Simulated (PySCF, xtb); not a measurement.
N-ethyl-methylboronamidic acid (C3H10BNO), SMILES CB(NCC)O. One conformer was computed; it need not be the lowest.

Harmonic wavenumbers (cm⁻¹) from xtb 6.7.1 with GFN2-xTB at its own minimum, in rising order: 46, 59, 114, 174, 244, 299, 389, 455, 481, 498, 591, 751, 838, 869, 878, 933, 989, 1073, 1098, 1131, 1208, 1248, 1306, 1353, 1395, 1402, 1466, 1477, 1493, 1501, 1511, 1511, 2886, 3003, 3011, 3021, 3025, 3040, 3044, 3046, 3466, 3661.

Task: What does B3LYP-D3(BJ)/def2-SVP (PySCF) give at its own minimum? (The exact figures need the calculation; the answer reports its results.)

Result: 46, 88, 124, 197, 282, 321, 408, 462, 508, 517, 588, 752, 820, 851, 902, 912, 1004, 1085, 1124, 1145, 1243, 1303, 1341, 1368, 1395, 1413, 1445, 1455, 1463, 1467, 1486, 1553, 3000, 3014, 3020, 3080, 3092, 3106, 3112, 3118, 3614, 3890. Paired by order, the mean absolute difference is 36 cm⁻¹ and the zero-point energies are 85.8 and 87.4 kcal/mol.
